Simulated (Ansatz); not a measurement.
Job for Ansatz (a quantum-chemistry and plane-wave program): R-revPBE/def2-TZVPP on H2O2Si (SMILES O[Si]O).

Ansatz 0.2 input:
```yaml
crystal:
  periodic: [false, false, false]
  atoms:
    - {symbol: O, position_ang: [1.12644061, -0.08197405, -0.71667922]}
    - {symbol: Si, position_ang: [0.09536160, -1.17886526, -0.02203020]}
    - {symbol: O, position_ang: [-1.09646875, -0.28847115, 0.70979458]}
    - {symbol: H, position_ang: [1.01405474, 0.87462699, -0.67643240]}
    - {symbol: H, position_ang: [-1.13938820, 0.67458348, 0.70544724]}
basis:
  gaussian:
    orbitals: def2-TZVPP
hamiltonian:
  xc: {name: revPBE}
scf: {lower_state_search: off}
```

The log:

```
WARN ansatz: RAYON_NUM_THREADS=4 ignored (pool sized by the plan → 4); use --threads N
Functional definition: revPBE
these checks for a lower state are left out or cut short: stability, starts, cluster_reference, orbital_swaps, neighbouring_geometries, increment
integrals: 0.04 GiB planned
708 factors; their error is unknown
mean field: 0.35 GiB planned
mean field evaluation 1: about -11993.4851 eV, gradient 8.5e1 eV
mean field evaluation 2: about -11937.0110 eV, gradient 1.8e2 eV
mean field evaluation 4: about -12004.9242 eV, gradient 7.3e0 eV
mean field evaluation 8: about -12005.0665 eV, gradient 3.8e-2 eV
mean field evaluation 16: about -12005.0488 eV, gradient 4.4e-5 eV
mean field -12005.04883809 eV, -441.1774074853 hartree, gradient 1.1e-6 eV, S^2 0.000000; 0 other end points of the search recorded, 0 dependent functions left out
reference -12005.04887456 eV, -441.1774088258 hartree; 16, 16 occupied and 116, 116 virtual orbitals, 708 factors
Total energy: -12005.04887456 eV, -441.1774088258 hartree
Checks for a lower state left out: stability, starts, cluster_reference, orbital_swaps, neighbouring_geometries, increment
```

The run converged.

Cost: roughly 0.6 core-seconds.
